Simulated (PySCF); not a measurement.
## Electron correlation in Ru (ruthenium, neutral)

[Kr] 4d7 5s1, high-spin 5F determinant. Computed with PySCF 2.14 in aug-cc-pVTZ-DK, with the spin-free X2C one-electron Hamiltonian (Gaussian nucleus). Frozen: [Kr]; 8 electrons correlated.

| level | correlation energy (mhartree) |
| --- | --- |
| CCSD | -191.94 |
| (T) | -8.51 |
| CCSD(T) | -200.45 |

Diagnostics: T1 = 0.017, D1 = 0.0590, largest double amplitude 0.021.

Q: Is a single reference adequate?

A: Yes, within this model without spin-orbit coupling: T1 lies below 0.03 and no double amplitude reaches 0.07.
